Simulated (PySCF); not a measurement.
**Fractional electron number in Pb (lead, neutral)**

The 6p alpha orbital of [Xe] 4f14 5d10 6s2 6p2 is emptied in steps (occupation f), with all orbitals relaxed, ending at [Xe] 4f14 5d10 6s2 6p1. Calculation: PySCF 2.14, in def2-TZVP with the def2 core potential (60 electrons); scalar relativity through the core potential. The exact energy is a straight line in f; departures are measured from the line between the end points of the same method.

```json
{"f": "1", "UHF (eV)": "0.000", "LDA (eV)": "0.000", "PBE (eV)": "0.000", "PBE0 (eV)": "0.000", "r2SCAN (eV)": "0.000", "LC-wPBE (eV)": "0.000", "BHandHLYP (eV)": "0.000", "wB97X (eV)": "0.000", "r2SCAN0 (eV)": "0.000", "M06-2X (eV)": "0.000"}
{"f": "0.8", "UHF (eV)": "0.057", "LDA (eV)": "-0.511", "PBE (eV)": "-0.495", "PBE0 (eV)": "-0.357", "r2SCAN (eV)": "-0.463", "LC-wPBE (eV)": "0.007", "BHandHLYP (eV)": "-0.236", "wB97X (eV)": "-0.037", "r2SCAN0 (eV)": "-0.338", "M06-2X (eV)": "-0.186"}
{"f": "0.6", "UHF (eV)": "0.083", "LDA (eV)": "-0.772", "PBE (eV)": "-0.746", "PBE0 (eV)": "-0.537", "r2SCAN (eV)": "-0.689", "LC-wPBE (eV)": "0.013", "BHandHLYP (eV)": "-0.356", "wB97X (eV)": "-0.058", "r2SCAN0 (eV)": "-0.501", "M06-2X (eV)": "-0.263"}
{"f": "0.4", "UHF (eV)": "0.081", "LDA (eV)": "-0.777", "PBE (eV)": "-0.750", "PBE0 (eV)": "-0.537", "r2SCAN (eV)": "-0.681", "LC-wPBE (eV)": "0.016", "BHandHLYP (eV)": "-0.357", "wB97X (eV)": "-0.060", "r2SCAN0 (eV)": "-0.492", "M06-2X (eV)": "-0.260"}
{"f": "0.2", "UHF (eV)": "0.053", "LDA (eV)": "-0.520", "PBE (eV)": "-0.502", "PBE0 (eV)": "-0.358", "r2SCAN (eV)": "-0.448", "LC-wPBE (eV)": "0.013", "BHandHLYP (eV)": "-0.239", "wB97X (eV)": "-0.041", "r2SCAN0 (eV)": "-0.322", "M06-2X (eV)": "-0.179"}
{"f": "0", "UHF (eV)": "0.000", "LDA (eV)": "0.000", "PBE (eV)": "0.000", "PBE0 (eV)": "0.000", "r2SCAN (eV)": "0.000", "LC-wPBE (eV)": "0.000", "BHandHLYP (eV)": "0.000", "wB97X (eV)": "0.000", "r2SCAN0 (eV)": "0.000", "M06-2X (eV)": "0.000"}
```

Question: For r2SCAN, how does the orbital energy at f = 1 compare with the removal energy?

Answer: −ε = 4.192 eV against a total-energy difference of 7.094 eV. By Janak's theorem ε = ∂E/∂f, so the gap between them reflects the curvature. Along the path −ε is 5.371 (f = 0.8), 6.555 (f = 0.6), 7.704 (f = 0.4), 8.800 (f = 0.2) eV.

```
   method  E(f=0) − E(f=1) (eV)  −ε at f=1 (eV)  −ε at f=0.4 (eV)
      UHF                 6.569           6.932             6.492
      LDA                 7.163           4.000             7.790
      PBE                 6.979           3.908             7.588
     PBE0                 7.017           4.788             7.465
   r2SCAN                 7.094           4.192             7.704
  LC-wPBE                 7.072           7.107             7.075
BHandHLYP                 6.906           5.434             7.197
    wB97X                 6.765           6.542             6.807
  r2SCAN0                 7.130           5.001             7.586
   M06-2X                 6.945           5.710             7.135
```

Reference removal energy between the ground levels: 7.417 eV (measured; NIST Atomic Spectra Database, ionization energies). The calculation has no spin-orbit coupling. UHF lacks correlation.
